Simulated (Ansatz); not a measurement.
`[SiH3][O][Cd][O][SiH3]` + `FC[SiH2]Br` → `[SiH3][O][Cd][Br]` + `FC[SiH2]O[SiH3]`  (redistribution)

Gas-phase electronic energies from Ansatz, PBE0-D4/def2-TZVP geometries. CCSD(T)/CBS adds triple-zeta CCSD(T) − MP2 to the extrapolated MP2 energy (def2 sets, frozen cores). Functionals use def2-TZVPP. Elements past krypton have def2 core potentials. For Br, Cd outer-core shells are correlated without core-valence functions, which leaves a few kJ/mol of doubt a bond. Scalar relativity is left out up to krypton. One conformer a species, not always the lowest.

CCSD(T)/CBS gives -134.6 kJ/mol.

Q: Another level gave -118.6 kJ/mol. Which?
A. PBE/def2-TZVPP
B. r2SCAN-D4/def2-TZVPP
C. ωB97M-V/def2-TZVPP
D. HF/def2-TZVPP

A: A. PBE -118.6, r2SCAN-D4 -130.3, ωB97M-V -136.4, HF/def2-TZVPP -166.7 kJ/mol.

Largest T1 diagnostic among the species: 0.015.

In def2-TZVPP, CCSD(T) changes the Hartree–Fock value by +37.1 kJ/mol (the triples alone add +5.4 kJ/mol) and MP2 by +40.3 kJ/mol. From PBE to PBE0 (25 % exact exchange), in def2-TZVPP and without D4, ΔE moves by −12.4 kJ/mol.
